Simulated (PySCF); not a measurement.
Level of theory: TPSSh-D3(BJ)/def2-TZVP // BP86-D3(BJ)/def2-SVP run with PySCF. Isolated molecules, 0 K electronic values unless said otherwise. One relaxed conformer stands for a flexible species; it need not be the lowest. 

Reference species: [Zr(NH2)4] (neutral, multiplicity 1).

- charge on the central atom (Mulliken) = 1.72 e
- coordination number = 4

Changed species: [Zr(NH2)(H)3] (3 of 4 NH2 replaced by H; the reference has 0 of 4 NH2 replaced by H).

Problem. Give the shifts of the charge on the central atom (Mulliken) and coordination number.

Solution. the charge on the central atom (Mulliken) falls by 0.76 e, to 0.96 e; the coordination number stays essentially unchanged.
